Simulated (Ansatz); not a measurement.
Molecular dynamics of BClF2H2

Input file:

```yaml
crystal:
  periodic: [false, false, false]
  atoms:
    - { symbol: B, position_ang: [-0.069016, -0.279807, -0.012554] }
    - { symbol: F, position_ang: [-0.072456, 0.06312, 1.595003] }
    - { symbol: F, position_ang: [1.116301, 0.07065, -0.515664] }
    - { symbol: Cl, position_ang: [-1.569062, 0.259699, -0.788742] }
    - { symbol: H, position_ang: [-0.117904, -1.578218, 0.313948] }
    - { symbol: H, position_ang: [-0.096763, -1.040645, 1.272208] }
basis:
  gaussian: { orbitals: def2-SVP }
hamiltonian:
  xc: pbe
  dispersion: d4
md:
  timestep: 0.5
  n_steps: 200
  ensemble: nve
  temperature: 100.0
  initial_velocities: maxwell_boltzmann
  seed: 6458
```

Run as:

```bash
$ ansatz run input.yaml --threads 1 --pin off --max-ram 2048MiB --backend cpu --events-out ev --progress --plain --runs-dir out
```

It starts at the highest image of a converged band, a first-order saddle point between two minima.

Output, in part (step lines, the closing report, with atoms numbered from 0):

```
md step     0: t =     0.00 fs  T =   100.0 K  F+E_penalty+E_count = -18647.06057514 eV  E_kin = 0.051704 eV  conserved = -18647.00887114 eV  (24 SCF iters)
md step     1: t =     0.50 fs  T =    99.6 K  F+E_penalty+E_count = -18647.06036964 eV  E_kin = 0.051499 eV  conserved = -18647.00887065 eV  (31 SCF iters)
md step     2: t =     1.00 fs  T =    98.4 K  F+E_penalty+E_count = -18647.05976361 eV  E_kin = 0.050895 eV  conserved = -18647.00886908 eV  (31 SCF iters)
md step     3: t =     1.50 fs  T =    96.5 K  F+E_penalty+E_count = -18647.05878190 eV  E_kin = 0.049915 eV  conserved = -18647.00886664 eV  (30 SCF iters)
md step     4: t =     2.00 fs  T =    94.0 K  F+E_penalty+E_count = -18647.05746322 eV  E_kin = 0.048600 eV  conserved = -18647.00886352 eV  (31 SCF iters)
md step     5: t =     2.50 fs  T =    90.9 K  F+E_penalty+E_count = -18647.05585718 eV  E_kin = 0.046997 eV  conserved = -18647.00885995 eV  (31 SCF iters)
md step     6: t =     3.00 fs  T =    87.4 K  F+E_penalty+E_count = -18647.05402077 eV  E_kin = 0.045165 eV  conserved = -18647.00885616 eV  (30 SCF iters)
md step     7: t =     3.50 fs  T =    83.5 K  F+E_penalty+E_count = -18647.05201442 eV  E_kin = 0.043162 eV  conserved = -18647.00885240 eV  (31 SCF iters)
[... lines left out ...]
Total energy: -18647.29123210 eV, -685.2753131917 hartree
Atom 0 at    -0.035315    -0.595195    -0.917601 Å, force     0.383723     0.586904     0.408328 eV/Å
Atom 1 at    -0.046237     0.152955     2.257038 Å, force     0.000947    -0.181379    -0.201836 eV/Å
Atom 2 at     1.065060     0.059804    -0.556010 Å, force    -0.259704     0.004743    -0.101451 eV/Å
Atom 3 at    -1.573726     0.268904    -0.850509 Å, force     0.215943    -0.282997    -0.108660 eV/Å
Atom 4 at     0.120055    -1.733376    -1.272157 Å, force    -0.338590    -0.255665    -0.128110 eV/Å
Atom 5 at    -0.060508     0.684331     3.019142 Å, force    -0.002318     0.128394     0.131729 eV/Å
Dipole moment:    -0.019600     0.113864     0.324272 e Å
```

The steps, from the saved trajectory:

```
time (fs)  T (K)  potential energy less start (eV)  conserved less start (meV/atom)
        0    100                             0.000                             0.00
        3     87                             0.007                             0.00
        6     63                             0.019                             0.01
        9     44                             0.029                             0.01
       12     35                             0.033                             0.01
       15     37                             0.033                             0.01
       18     47                             0.027                             0.01
       21     70                             0.016                             0.01
       24    101                             0.000                             0.01
       27    145                            -0.023                             0.01
       30    226                            -0.065                             0.01
       33    355                            -0.132                             0.01
       36    529                            -0.222                            -0.01
       39    685                            -0.303                            -0.01
       42    782                            -0.353                            -0.01
       45    812                            -0.368                            -0.01
       48    810                            -0.367                             0.00
       51    809                            -0.366                             0.01
       54    803                            -0.364                             0.00
       57    792                            -0.358                            -0.01
       60    767                            -0.345                             0.01
       63    735                            -0.328                             0.01
       66    718                            -0.320                            -0.01
       69    689                            -0.305                             0.00
       72    660                            -0.290                             0.01
       75    637                            -0.277                             0.00
       78    610                            -0.264                            -0.01
       81    579                            -0.248                             0.01
       84    579                            -0.248                             0.01
       87    592                            -0.255                            -0.01
       90    597                            -0.257                            -0.01
       93    572                            -0.244                             0.01
       96    546                            -0.231                             0.00
       99    542                            -0.228                             0.00
```

All steps were run. The conserved energy stayed within 0.021 meV per atom of its start (net change -0.00017 meV per atom), so the integration is sound. The kinetic energy rose, since the run started high on the potential surface and went downhill. It ends in pieces (BClFH + FH), so much of that is their flight and rotation, not heat. A run of 0.1 ps of so small a system gives no equilibrium averages. The orbitals stay closed-shell, which can raise the energy where a bond breaks towards radicals; this wasn't checked here.

Between its relaxed ends the band would form B1–H5, F2–H6 and break B1–F2, H5–H6. These pairs go: B1–H5 1.34 → 1.20 Å, F2–H6 1.15 → 0.93 Å, B1–F2 1.64 → 3.26 Å, H5–H6 1.10 → 4.93 Å. In the last frame they stand as after the step (other bonds may differ from the relaxed reactants and products). It ends as BClFH + FH. Pairs count as bonded within 1.25 times the sum of covalent radii (0.12 Å more for H–H).

Last frame:

```xyz
6
Properties=species:S:1:pos:R:3
B -0.035 -0.595 -0.918
F -0.046 0.153 2.257
F 1.065 0.060 -0.556
Cl -1.574 0.269 -0.851
H 0.120 -1.733 -1.272
H -0.060 0.684 3.019
```

Run time: 110 s on 1 thread of AMD EPYC 9R45 96-Core Processor (Zen 5), with other jobs on the host, peak memory 0.13 GiB.
